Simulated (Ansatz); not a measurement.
Species: BF2, charge 1, singlet. BF2+ (parent SMILES F[B]F, singlet).
B3LYP-D3(BJ)/def2-TZVP minimum from Ansatz (a first-principles code):
```
B
F 1 1.2292
F 1 1.2292 2 180.00
```
Charge +1, spin multiplicity 1.

Total energies in aug-cc-pVDZ, 16 correlated electrons, 3 frozen orbitals. UHF or UKS for unpaired electrons; spin-orbit terms are left out. Cores are frozen in correlated methods. No relativity. The spin of BF2+ (parent SMILES F[B]F, singlet) was assumed, and the state is the lowest solution found for it.

```csv
method,program,energy (Eh),minus CCSDT(Q) (mEh)
HF,Ansatz,-223.31730,477.99
MP2,Ansatz,-223.77996,15.33
CCSD,Ansatz,-223.78206,13.23
CCSD(T),Ansatz,-223.79389,1.39
CCSDT(Q),Ansatz,-223.79529,0.00
```

Rough core times of Ansatz's runs on a shared machine: CCSD(T) under 20 s, CCSDT(Q) 90 s.
